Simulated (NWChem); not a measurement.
# C$_{2}$H$_{4}$BNO$_{2}$; SMILES B(N=C=O)OC

```xyz
10

B     -0.5405    -0.5532     0.0001
H     -1.7218    -0.8243    -0.0014
N     -0.1150     0.8045     0.0014
C      0.0200     1.9919     0.0002
O      0.1788     3.1489    -0.0009
O      0.3963    -1.5147     0.0007
C      0.0804    -2.8829    -0.0009
H      0.5272    -3.3587    -0.8871
H      0.5073    -3.3569     0.8962
H     -1.0086    -3.0537    -0.0127
```
Atoms are numbered in this order, from 1.

Computed with NWChem. Pople sets run with spherical d functions. Structure relaxed at the PBE0/def2-SVP level. Vertical excitations in the gas phase.

Q: What does the run give for PBE/6-31+G*, full TDDFT? Quantities: lowest excitation, singlet (eV); oscillator strength of that lowest state; lowest state with f > 0.02, singlet (eV); orbital gap (eV).

A: 
```
Quantity                                  Value
----------------------------------------  -----
lowest excitation, singlet (eV)            5.48
oscillator strength of that lowest state  0.002
lowest state with f > 0.02, singlet (eV)   6.32
orbital gap (eV)                           5.41
```
